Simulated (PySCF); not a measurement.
# Spin-rotation constants: `C#Cn1ccc(OC)c1`, C₇H₇NO

Geometry (Å), atoms numbered from 1 in this order:
```xyz
16

C     3.553    1.026    0.248
C     2.505    0.461    0.103
N     1.337   -0.165   -0.060
C     1.178   -1.491   -0.343
C    -0.157   -1.757   -0.433
C    -0.843   -0.537   -0.193
O    -2.201   -0.443   -0.208
C    -2.726    0.836    0.041
C     0.099    0.430    0.035
H     4.469    1.516    0.376
H     2.025   -2.137   -0.459
H    -0.619   -2.699   -0.642
H    -3.809    0.737   -0.021
H    -2.448    1.195    1.038
H    -2.382    1.560   -0.706
H     0.012    1.475    0.255
```

Method: PySCF, GIAO wB97X-D/pcSseg-1 magnetisability, rotational g tensor and spin-rotation constants, non-relativistic, gas phase. Geometry: GFN2-xTB.

Q: Give the nuclear spin-rotation constants along the inertial axes (H = +C I·J) beside the isotropic shieldings.

A: Rotational constants 4.2809, 1.0207, 0.8285 GHz. A star marks the isotopologue with that one atom substituted, in its own axes.
```tsv
atom	isotope	Caa (kHz)	Cbb (kHz)	Ccc (kHz)	mean (kHz)	σ (ppm)
N3	14N	0.530	0.096	0.044	0.223	119.5
H10	1H	0.013	-0.095	-0.097	-0.059	29.6
H11	1H	0.005	0.000	-0.093	-0.029	25.0
H12	1H	-0.240	0.054	-0.094	-0.093	25.7
H13	1H	0.271	-0.116	-0.083	0.024	27.7
H14	1H	-0.343	-0.077	-0.003	-0.141	28.2
H15	1H	-0.336	-0.078	-0.004	-0.139	28.2
H16	1H	-0.422	0.098	-0.099	-0.141	25.6
C1	13C*	0.437	0.212	0.251	0.300	126.2
C2	13C*	0.221	0.308	0.294	0.275	105.4
C4	13C*	1.423	0.434	0.143	0.667	57.3
C5	13C*	1.319	0.406	0.114	0.613	76.7
C6	13C*	1.869	0.417	0.186	0.824	27.7
O7	17O*	-0.391	-0.190	-0.041	-0.207	263.2
C8	13C*	0.970	0.148	0.188	0.435	128.8
C9	13C*	1.331	0.366	0.137	0.611	79.7
```
For the geometry as given, no vibrational averaging.
